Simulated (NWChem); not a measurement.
Program: NWChem. System: H₆InP, charge 0, spin multiplicity 1, at a geometry optimised with PBE/def2-SVP with def2 effective core potentials on In. The structure started from a generated list of species. Level: G0W0@PBE/def2-SVP with def2 effective core potentials on In, RI basis def2-svp-rifit, no spin-orbit coupling.

Job file:

```
start mol
memory heap 200 mb stack 700 mb global 1700 mb
geometry units angstroms nocenter noautoz
  In    -0.620848    -0.430485     0.000000
  H     -0.238084    -1.228822    -1.511619
  H     -0.238084    -1.228822     1.511619
  H     -1.734882     0.921656     0.000000
  P      1.713884     1.188800     0.000000
  H      1.956808     2.107834    -1.070589
  H      3.010743     0.582085     0.000000
  H      1.956808     2.107834     1.070589
  symmetry group Cs
end
basis spherical
  * library def2-svp
end
ecp
  In library def2-ecp
end
basis "ri basis" bse spherical
  * library def2-svp-rifit
end
dft
  xc xpbe96 cpbe96
  iterations 100
  direct
  tolerances tight
end
task dft energy
gw
  states alpha occ 4 vir 2
end
task dft gw
```

Part of the output:

```
             Northwest Computational Chemistry Package (NWChem) 7.3.0
             --------------------------------------------------------

                                NWChem Input Module
                                -------------------

 Scaling coordinates for geometry "geometry" by  1.889725989
 (inverse scale =  0.529177249)

 Turning off AUTOSYM since
 SYMMETRY directive was detected!

                             Geometry "geometry" -> ""
                             -------------------------

 Output coordinates in angstroms (scale by  1.889725989 to convert to a.u.)

  No.       Tag          Charge          X              Y              Z
 ---- ---------------- ---------- -------------- -------------- --------------
    1 In                  49.0000    -0.62084800    -0.43048500     0.00000000
    2 H                    1.0000    -0.23808400    -1.22882200    -1.51161900
    3 H                    1.0000    -0.23808400    -1.22882200     1.51161900
    4 H                    1.0000    -1.73488200     0.92165600     0.00000000
    5 P                   15.0000     1.71388400     1.18880000     0.00000000
    6 H                    1.0000     1.95680800     2.10783400    -1.07058900
    7 H                    1.0000     3.01074300     0.58208500     0.00000000
    8 H                    1.0000     1.95680800     2.10783400     1.07058900

 Effective nuclear repulsion energy (a.u.)     227.8280473322

            Nuclear Dipole moment (a.u.)
            ----------------------------
        X                 Y               Z
 ---------------- ---------------- ----------------
     0.0000321253     0.0000000000     0.0000000000

      Symmetry information
      --------------------

 Group name             Cs
 Group number              2
 Group order               2
 No. of unique centers     6

      Symmetry unique atoms

     1    2    4    5    6    7


 Summary of "ao basis" -> "" (spherical)
 ------------------------------------------------------------------------------
       Tag                 Description            Shells   Functions and Types
 ---------------- ------------------------------  ------  ---------------------
 *                          def2-svp                  on all atoms

 Summary of "ri basis" -> "" (spherical)
 ------------------------------------------------------------------------------
       Tag                 Description            Shells   Functions and Types
 ---------------- ------------------------------  ------  ---------------------
 *                       def2-svp-rifit               on all atoms

  pbe96 is a nonlocal functional; adding pw91lda local functional.

                                 NWChem DFT Module
                                 -----------------

 Summary of "ao basis" -> "ao basis" (spherical)
 ------------------------------------------------------------------------------
       Tag                 Description            Shells   Functions and Types
 ---------------- ------------------------------  ------  ---------------------
 In                         def2-svp                10       26   4s4p2d
 H                          def2-svp                 3        5   2s1p
 P                          def2-svp                 8       18   4s3p1d

 Summary of "ao basis" -> "ao basis" (spherical)
 ------------------------------------------------------------------------------
       Tag                 Description            Shells   Functions and Types
 ---------------- ------------------------------  ------  ---------------------
 In                         def2-svp                10       26   4s4p2d
 H                          def2-svp                 3        5   2s1p
 P                          def2-svp                 8       18   4s3p1d

      Symmetry analysis of basis
      --------------------------

        a'         49
        a"         25

            General Information
            -------------------
          SCF calculation type: DFT
          Wavefunction type:  closed shell.
          No. of atoms     :     8
          No. of electrons :    42
           Alpha electrons :    21
            Beta electrons :    21
          Charge           :     0
          Spin multiplicity:     1
          Use of symmetry is: on ; symmetry adaption is: on
          Maximum number of iterations: 100
          This is a Direct SCF calculation.
          AO basis - number of functions:    74
                     number of shells:    36
          Convergence on energy requested:  1.00D-06
          Convergence on density requested:  1.00D-05
          Convergence on gradient requested:  5.00D-04

              XC Information
              --------------
          PerdewBurkeErnzerhof Exchange Functional  1.000
            Perdew 1991 LDA Correlation Functional  1.000 local
           PerdewBurkeErnz. Correlation Functional  1.000 non-local

             Grid Information
             ----------------
          Grid used for XC integration:  medium
          Radial quadrature: Mura-Knowles
          Angular quadrature: Lebedev.
          Tag              B.-S. Rad. Rad. Pts. Rad. Cut. Ang. Pts.
          ---              ---------- --------- --------- ---------
          In                  1.55      123          11.0       590
          H                   0.35       45          12.0       434
          P                   1.00       88          11.0       590
          Grid pruning is: on
          Number of quadrature shells:   391
          Spatial weights used:  Erf1

          Convergence Information
          -----------------------
[...]
      ------------------------------

 Total energy =    -533.067302
 1-e energy   =   -1033.056887
 2-e energy   =     387.542398
 HOMO         =      -0.325862
 LUMO         =       0.030177

      Symmetry analysis of molecular orbitals - initial
      -------------------------------------------------

  Numbering of irreducible representations:

     1 a'          2 a"

  Orbital symmetries:

     1 a'          2 a'          3 a"          4 a'          5 a'
     6 a'          7 a'          8 a"          9 a'         10 a'
    11 a"         12 a'         13 a'         14 a"         15 a'
    16 a'         17 a"         18 a'         19 a'         20 a"
    21 a'         22 a'         23 a'         24 a"         25 a'
    26 a"         27 a'         28 a'         29 a'         30 a"
    31 a'

   convergence    iter        energy       DeltaE   RMS-Dens  Diis-err    time
 ---------------- ----- ----------------- --------- --------- ---------  ------
 d= 0,ls=0.0,diis     1   -534.7151555022 -6.47D+02  1.18D-02  1.96D-01     0.8
 d= 0,ls=0.0,diis     2   -534.7382251270 -2.31D-02  5.91D-03  4.74D-02     1.3
 d= 0,ls=0.0,diis     3   -534.7461247632 -7.90D-03  2.03D-03  1.42D-02     1.9
 d= 0,ls=0.0,diis     4   -534.7486972694 -2.57D-03  3.29D-04  4.77D-04     2.3
 d= 0,ls=0.0,diis     5   -534.7487857679 -8.85D-05  6.71D-05  2.23D-05     2.7
 d= 0,ls=0.0,diis     6   -534.7487905731 -4.81D-06  1.42D-05  3.89D-07     3.1
 d= 0,ls=0.0,diis     7   -534.7487906499 -7.69D-08  3.56D-06  6.07D-08     3.5

         Total DFT energy =     -534.748790649936
      One electron energy =    -1034.132541438498
           Coulomb energy =      428.801480196115
    Exchange-Corr. energy =      -41.864916009309
 Nuclear repulsion energy =      112.447186601757

 Numeric. integr. density =       42.000007075079

     Total iterative time =      3.3s

                  Occupations of the irreducible representations
                  ----------------------------------------------

                     irrep           alpha         beta
                     --------     --------     --------
                     a'               15.0         15.0
                     a"                6.0          6.0

                       DFT Final Molecular Orbital Analysis
                       ------------------------------------

 Vector   19  Occ=2.000000D+00  E=-2.775434D-01  Symmetry=a'
              MO Center=  8.2D-01,  5.7D-01, -7.6D-15, r^2= 4.0D+00
   Bfn.  Coefficient  Atom+Function         Bfn.  Coefficient  Atom+Function
  ----- ------------  ---------------      ----- ------------  ---------------
    52      0.330758  5 P  px                44     -0.291111  5 P  s
    45     -0.277314  5 P  s                 49      0.270977  5 P  px
     3      0.261617  1 In s                 53      0.228453  5 P  py
    50      0.187193  5 P  py                43     -0.181433  5 P  s
     1     -0.158974  1 In s                 46     -0.153156  5 P  px

 Vector   20  Occ=2.000000D+00  E=-2.331096D-01  Symmetry=a'
              MO Center= -1.0D+00,  1.9D-02, -8.8D-12, r^2= 3.3D+00
   Bfn.  Coefficient  Atom+Function         Bfn.  Coefficient  Atom+Function
  ----- ------------  ---------------      ----- ------------  ---------------
    37      0.358719  4 H  s                 12      0.271588  1 In py
    38      0.241954  4 H  s                 11     -0.188799  1 In px
    27     -0.179512  2 H  s                 32     -0.179512  3 H  s
    19      0.133248  1 In d  0              28     -0.121021  2 H  s
    33     -0.121021  3 H  s                 15      0.113424  1 In py

 Vector   21  Occ=2.000000D+00  E=-2.330220D-01  Symmetry=a"
              MO Center= -3.3D-01, -9.5D-01,  8.8D-12, r^2= 3.3D+00
   Bfn.  Coefficient  Atom+Function         Bfn.  Coefficient  Atom+Function
  ----- ------------  ---------------      ----- ------------  ---------------
    13      0.330735  1 In pz                27     -0.310704  2 H  s
    32      0.310704  3 H  s                 28     -0.209705  2 H  s
    33      0.209705  3 H  s                 16      0.138163  1 In pz
    18      0.136034  1 In d -1              10     -0.114303  1 In pz
     7     -0.106017  1 In pz                20      0.074129  1 In d  1

 Vector   22  Occ=0.000000D+00  E=-4.124470D-02  Symmetry=a'
              MO Center=  9.8D-03,  8.5D-03, -2.8D-16, r^2= 7.7D+00
   Bfn.  Coefficient  Atom+Function         Bfn.  Coefficient  Atom+Function
  ----- ------------  ---------------      ----- ------------  ---------------
    45      1.092724  5 P  s                 14     -0.591929  1 In px
    61     -0.432676  6 H  s                 71     -0.432676  8 H  s
    66     -0.428163  7 H  s                 15     -0.411178  1 In py
    44      0.373181  5 P  s                 11     -0.369639  1 In px
    12     -0.257214  1 In py                43      0.234505  5 P  s

 Vector   23  Occ=0.000000D+00  E=-2.754796D-02  Symmetry=a'
              MO Center=  1.8D+00,  1.1D+00,  2.7D-11, r^2= 3.5D+00
   Bfn.  Coefficient  Atom+Function         Bfn.  Coefficient  Atom+Function
  ----- ------------  ---------------      ----- ------------  ---------------
    66      0.901971  7 H  s                 53      0.825870  5 P  py
    52     -0.571557  5 P  px                61     -0.447690  6 H  s
    71     -0.447690  8 H  s                 65      0.306572  7 H  s
    50      0.227811  5 P  py                38     -0.205910  4 H  s
    15      0.168300  1 In py                49     -0.157550  5 P  px

 Vector   24  Occ=0.000000D+00  E=-2.753597D-02  Symmetry=a"
              MO Center=  1.7D+00,  1.3D+00, -2.7D-11, r^2= 3.5D+00
   Bfn.  Coefficient  Atom+Function         Bfn.  Coefficient  Atom+Function
  ----- ------------  ---------------      ----- ------------  ---------------
    54      1.004309  5 P  pz                61      0.779190  6 H  s
    71     -0.779190  8 H  s                 51      0.277025  5 P  pz
    60      0.265166  6 H  s                 70     -0.265166  8 H  s
    16      0.202942  1 In pz                28      0.178058  2 H  s
    33     -0.178058  3 H  s                 56     -0.166135  5 P  d -1

 center of mass
 --------------
 x =  -0.16794991 y =  -0.11637017 z =   0.00000000

 moments of inertia (a.u.)
 ------------------
         302.125604707648        -364.408056339539           0.000000000000
        -364.408056339539         574.903996141475           0.000000000000
           0.000000000000           0.000000000000         827.634616734659

     Multipole analysis of the density
     ---------------------------------

     L   x y z        total         alpha         beta         nuclear
     -   - - -        -----         -----         ----         -------
     0   0 0 0     -0.000000    -21.000000    -21.000000     42.000000

     1   1 0 0      1.232751    -15.808897    -15.808897     32.850545
     1   0 1 0      0.855584    -10.961190    -10.961190     22.777963
     1   0 0 1      0.000000      0.000000      0.000000      0.000000

     2   2 0 0    -26.982011   -142.051864   -142.051864    257.121718
     2   1 1 0      3.849609    -78.714261    -78.714261    161.278130
     2   1 0 1     -0.000000     -0.000000     -0.000000      0.000000
     2   0 2 0    -29.856683    -83.108090    -83.108090    136.359497
     2   0 1 1      0.000000      0.000000      0.000000      0.000000
     2   0 0 2    -32.528990    -28.517362    -28.517362     24.505735

 Task  times  cpu:        3.5s     wall:        3.5s

                                NWChem Input Module
                                -------------------

                                 NWChem GW Module
                                 ----------------

                             ***********************
                             ***        GW       ***
                             ***********************

 Summary of "ri basis" -> "ri basis" (spherical)
 ------------------------------------------------------------------------------
       Tag                 Description            Shells   Functions and Types
 ---------------- ------------------------------  ------  ---------------------
 In                      def2-svp-rifit             30      114   9s8p7d4f2g
 H                       def2-svp-rifit              6       14   3s2p1d
 P                       def2-svp-rifit             20       62   8s5p5d2f

                 Memory Information
                 ------------------
          Available GA per process is          1700.0 MBs
          Available stack per process is        700.0 MBs
          Available heap per process is           0.0 MBs

          Peak memory in Initialization
              Peak GA per process is                  3.9 MBs
              Peak stack per process is               0.0 MBs
              Peak heap per process is                4.1 MBs
              Memory not in MA per process            0.0 MBs

          Peak memory in AFF Calculation
              Peak GA per process is                 15.0 MBs
              Peak stack per process is               9.5 MBs
              Peak heap per process is                0.0 MBs
              Memory not in MA per process            9.5 MBs

          Computing 2-center integrals
          Computing Inverse Cholesky factor
          Computing 3-center integrals
          Computing V_xc ...

          Computing Sigma_x
          Computing RPA polarizability
          Solving quasiparticle equations

                  Alpha Orbitals
          State     Energy (eV)     Error (eV)
          -----------------------------------
@GW        18        -12.439           0.004
@GW        19        -10.004           0.002
@GW        20         -8.982           0.002
@GW        21         -8.979           0.002
@GW        22          1.535           0.002
@GW        23          2.405           0.002

   Applying  -2.6383 eV scissor-shift to rest of particle states

   Applying   2.6575 eV scissor-shift to rest of hole states

     GW Timing Statistics
   ------------------------
   Init.   :          0.0s
     ERIs  :          0.2s
     Distr.:          0.0s
     Vxc   :          0.2s
   Sigma_x :          0.0s
   RPA     :          0.3s
   Wmn     :          0.0s
   Sigma_c :          0.0s
   GW total:          0.8s

 Task  times  cpu:        0.8s     wall:        0.8s

 Total times  cpu:        4.3s     wall:        4.3s
```
